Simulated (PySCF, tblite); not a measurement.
Isomers of C5H14As2. Method: GFN2-xTB as coded in tblite; computed harmonic values from a numerical Hessian at the method's own geometry, unscaled. The method is semi-empirical: single wavenumbers can be off by several per cent or more. Modes of hydrogen on arsenic can be 10 to 20 % off. One conformer each.

Electronic energies: PBE0-D3(BJ)/def2-SVP at its own geometries (PySCF, gas phase).

```
                    SMILES  electronic energy, lowest = 0 (kcal/mol)
        CC(C)[AsH]CC[AsH2]                                       0.3
          CCC[AsH]CC[AsH2]                                       0.1
CC(C)[C@@H]([AsH2])C[AsH2]                                       0.0
   CCC[C@H]([AsH2])C[AsH2]                                       0.2
```

**Question.** How do GFN2-xTB zero-point energies change the relative energies?

**Answer.** 
```
                    SMILES  ZPE (kcal/mol)  of it from modes above 1550 cm⁻¹  electronic (kcal/mol)  with ZPE, lowest = 0 (kcal/mol)  lowest mode (cm⁻¹)  rings
CC(C)[C@@H]([AsH2])C[AsH2]           104.4                              53.0                    0.0                              0.0                  83      0
          CCC[AsH]CC[AsH2]           105.7                              54.2                    0.1                              1.4                  23      0
   CCC[C@H]([AsH2])C[AsH2]           104.7                              52.9                    0.2                              0.5                  52      0
        CC(C)[AsH]CC[AsH2]           105.3                              54.4                    0.3                              1.2                 17i      0
```

The zero-point energies span 1.3 kcal/mol, from `CC(C)[C@@H]([AsH2])C[AsH2]` to `CCC[AsH]CC[AsH2]`. Slightly imaginary modes are left out of the zero-point energy: `CC(C)[AsH]CC[AsH2]` 17.1i cm⁻¹. The lowest isomer stays, but the order above it changes.

**Question.** And how do the electronic energies of GFN2-xTB itself compare?

**Answer.** `CC(C)[C@@H]([AsH2])C[AsH2]` 0.0; `CCC[AsH]CC[AsH2]` 7.1; `CCC[C@H]([AsH2])C[AsH2]` 1.3; `CC(C)[AsH]CC[AsH2]` 9.2 kcal/mol, lowest = 0. Against the energies above, taken from the same isomer `CC(C)[C@@H]([AsH2])C[AsH2]`, the largest difference is 8.9 kcal/mol. The two levels were optimised apart and needn't hold the same conformer.
